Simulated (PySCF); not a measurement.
SMILES s1c(c(C#N)cc1)-c1ccccc1, GFN2-xTB optimised geometry.

```
20

N      2.76     2.40     0.00
C      2.36     1.32     0.00
C      1.98    -0.03     0.00
C      2.99    -1.03     0.00
C      2.48    -2.29     0.00
S      0.76    -2.29     0.00
C      0.70    -0.55     0.00
C     -0.58     0.13     0.00
C     -1.77    -0.62     0.00
C     -3.00     0.00     0.00
C     -3.08     1.39     0.00
C     -1.92     2.14     0.00
C     -0.68     1.52     0.00
H      4.04    -0.80     0.00
H      3.01    -3.22     0.00
H     -1.71    -1.70     0.00
H     -3.90    -0.59     0.00
H     -4.04     1.88     0.00
H     -1.97     3.22     0.00
H      0.21     2.13     0.00
```

Density from PBE/def2-SVP (PySCF) at that geometry.

Minimum of the electron density along straight lines between bonded atoms, close to the bond critical point (lines longer than 1.1 times the sum of covalent radii, or with two minima, are not listed):

```tsv
bond	length / Å	ρ at the minimum / e bohr⁻³	∇²ρ there / e bohr⁻⁵	position (fraction from the first atom)
N1–C2	1.148	0.473	[?]	0.66
C2–C3	1.404	0.287	-0.71	0.53
C3–C4	1.424	0.286	-0.66	0.51
C4–C5	1.352	0.324	-0.80	0.49
C5–S6	1.719	0.215	[?]	0.47
C3–C7	1.384	0.305	-0.71	0.50
S6–C7	1.739	0.208	[?]	0.53
C7–C8	1.449	0.274	-0.64	0.52
C8–C9	1.399	0.302	-0.73	0.50
C9–C10	1.380	0.311	-0.77	0.50
C10–C11	1.386	0.309	-0.76	0.50
C11–C12	1.385	0.309	-0.77	0.50
C8–C13	1.398	0.301	-0.73	0.51
C12–C13	1.381	0.311	-0.77	0.50
C4–H14	1.075	0.283	-1.09	0.64
C5–H15	1.072	0.284	-1.10	0.65
C9–H16	1.081	0.281	-1.04	0.63
C10–H17	1.080	0.281	-1.06	0.63
C11–H18	1.080	0.282	-1.06	0.63
C12–H19	1.080	0.282	-1.06	0.63
C13–H20	1.078	0.285	-1.10	0.64
```

**Question.** Some entries are withheld; supply them.

**Answer.** 
- N1–C2, ∇²ρ there / e bohr⁻⁵: 0.38
- C5–S6, ∇²ρ there / e bohr⁻⁵: -0.45
- S6–C7, ∇²ρ there / e bohr⁻⁵: -0.41
